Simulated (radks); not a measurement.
Neutral thallium inside a hard spherical wall (all orbitals vanish at R), configuration held at [Hg] 6p1 and not refilled when levels cross. All-electron calculation, scalar-relativistic Kohn-Sham, PBEsol, spin-unpolarised, spherical densities, finite nucleus; Fermi nuclear charge, rms radius 5.4759 fm. Program: a radial shooting solver on a logarithmic mesh with Libxc functionals. Eigenvalues in eV, with the zero of energy where the potential of the charges vanishes at infinity; a dash marks a level that is unbound or too diffuse for the functional's potential to be trusted. A positive occupied level is held by the wall or, in an anion where self-interaction has pushed it up, behind a barrier. The pressure on the wall is -dE/dV.

R (bohr) = free: E (hartree) -20235.2234; kinetic (hartree) 22774.692; e(5p) -76.096; e(5d) -15.485; e(6s) -9.588; e(6p) -2.363; e(7s, empty) -; e(6d, empty) -; pressure (GPa) 0
R (bohr) = 20: E (hartree) -20235.2234; kinetic (hartree) 22774.692; e(5p) -76.096; e(5d) -15.484; e(6s) -9.587; e(6p) -2.363; e(7s, empty) -0.372; e(6d, empty) 0.628; pressure (GPa) < 0.0001
R (bohr) = 12: E (hartree) -20235.2231; kinetic (hartree) 22774.694; e(5p) -76.059; e(5d) -15.448; e(6s) -9.555; e(6p) -2.330; e(7s, empty) 0.111; e(6d, empty) 1.559; pressure (GPa) 0.00379
R (bohr) = 10: E (hartree) -20235.2219; kinetic (hartree) 22774.701; e(5p) -75.969; e(5d) -15.359; e(6s) -9.479; e(6p) -2.242; e(7s, empty) 0.784; e(6d, empty) 2.314; pressure (GPa) 0.0271
R (bohr) = 7: E (hartree) -20235.2057; kinetic (hartree) 22774.784; e(5p) -75.382; e(5d) -14.783; e(6s) -8.994; e(6p) -1.496; e(7s, empty) 4.686; e(6d, empty) 5.396; pressure (GPa) 0.759
R (bohr) = 6: E (hartree) -20235.1777; kinetic (hartree) 22774.925; e(5p) -74.773; e(5d) -14.196; e(6s) -8.469; e(6p) -0.576; e(7s, empty) 8.668; e(6d, empty) 8.033; pressure (GPa) 2.98
R (bohr) = 5: E (hartree) -20235.0890; kinetic (hartree) 22775.362; e(5p) -73.445; e(5d) -12.942; e(6s) -7.198; e(6p) 1.612; e(7s, empty) 17.040; e(6d, empty) 13.197; pressure (GPa) 14.6
R (bohr) = 3.5: E (hartree) -20234.2249; kinetic (hartree) 22779.285; e(5p) -66.451; e(5d) -6.449; e(6s) 1.337; e(6p) 14.644; e(7s, empty) 57.894; e(6d, empty) 37.152; pressure (GPa) 296
R (bohr) = 2: E (hartree) -20217.7974; kinetic (hartree) 22842.402; e(5p) -19.813; e(5d) 45.128; e(6s) 99.611; e(6p) 139.71; e(7s, empty) 340.28; e(6d, empty) 200.80; pressure (GPa) 24400
